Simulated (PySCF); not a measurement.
Species: C₇H₁₃NSi.
Cartesian coordinates in Å at the PBE0-D3(BJ)/def2-SVP level; atoms count from 1:
```xyz
22
C7H13NSi angstrom
C      4.0500   -0.3690    0.1815
C      2.6396   -0.0315    0.1443
C      1.4555    0.2624    0.1101
Si    -0.3258    0.6140    0.0576
N     -1.3770   -0.7339   -0.1616
C     -1.6266   -1.2877   -1.4690
C     -1.6980   -1.6180    0.9312
C     -0.9522    2.0874    0.9782
C     -0.8765    2.2634   -0.5637
H      4.2745   -1.0478    1.0193
H      4.6670    0.5348    0.3055
H      4.3640   -0.8661   -0.7499
H     -1.4024   -0.5469   -2.2511
H     -1.0199   -2.1927   -1.6754
H     -2.6899   -1.5736   -1.5779
H     -2.7622   -1.9182    0.8939
H     -1.0935   -2.5476    0.9243
H     -1.5315   -1.1159    1.8961
H     -0.2561    2.6915    1.5704
H     -1.9587    2.0579    1.4107
H     -1.8375    2.3410   -1.0847
H     -0.1359    2.9802   -0.9348
```

Computed with PySCF at PBE0/pcSseg-1, non-relativistic, on one gas-phase PBE0-D3(BJ)/def2-SVP geometry that isn't relaxed in the solvent. The solvent is an IEF-PCM continuum (van der Waals radii × 1.2). Only the electrostatic response of the medium enters.

```json
{"run": "gas", "E − E(gas) (kcal/mol)": "0.00", "HOMO (eV)": "-6.30", "HOMO–LUMO gap (eV)": "6.49", "dipole (D)": "1.72"}
{"run": "P", "E − E(gas) (kcal/mol)": "-4.20", "HOMO (eV)": "-6.36", "HOMO–LUMO gap (eV)": "6.39", "dipole (D)": "2.23"}
{"run": "Q", "E − E(gas) (kcal/mol)": "-3.48", "HOMO (eV)": "-6.34", "HOMO–LUMO gap (eV)": "6.41", "dipole (D)": "2.15"}
```

Q: The runs were made in acetonitrile and tetrahydrofuran. Which run belongs to which solvent?

A: P = acetonitrile, Q = tetrahydrofuran. The dielectric constants are 7.426 (tetrahydrofuran), 35.69 (acetonitrile), and the energy falls further as ε rises. In this model the ground state sees the solvent through ε alone.

Q: How constant is the ratio of the lowering to (ε − 1)/(2ε + 1)?

A: 
| solvent | (ε − 1)/(2ε + 1) | E − E(gas) (kcal/mol) | ratio (kcal/mol) | polarisation term (kcal/mol) |
| --- | --- | --- | --- | --- |
| tetrahydrofuran | 0.405 | -3.48 | -8.6 | -3.86 |
| acetonitrile | 0.479 | -4.20 | -8.8 | -4.77 |

The ratio changes by +2.1 % in size from tetrahydrofuran to acetonitrile. The polarisation term is half the interaction of the solute with the induced surface charges.
